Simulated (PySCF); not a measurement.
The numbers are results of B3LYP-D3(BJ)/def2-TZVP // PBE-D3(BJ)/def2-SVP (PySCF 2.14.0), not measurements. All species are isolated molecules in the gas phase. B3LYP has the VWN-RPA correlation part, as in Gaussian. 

Reference species: [Nb(Cl)5] (neutral, multiplicity 1).

```
Quantity                                                        Value
------------------------------------------------------------  -------
mean distance from the central atom to its bonded neighbours  2.308 Å
HOMO–LUMO gap                                                 4.31 eV
coordination number                                                 5
```

Changed species: [Nb(Cl)2(F)3] (3 of 5 Cl replaced by F; the reference has 0 of 5 Cl replaced by F).

Q: What does the change do to the mean distance from the central atom to its bonded neighbours, HOMO–LUMO gap and coordination number?

A: the mean distance from the central atom to its bonded neighbours drops by 0.270 Å, to 2.038 Å; the HOMO–LUMO gap rises by 1.52 eV, to 5.83 eV; the coordination number stays essentially unchanged.
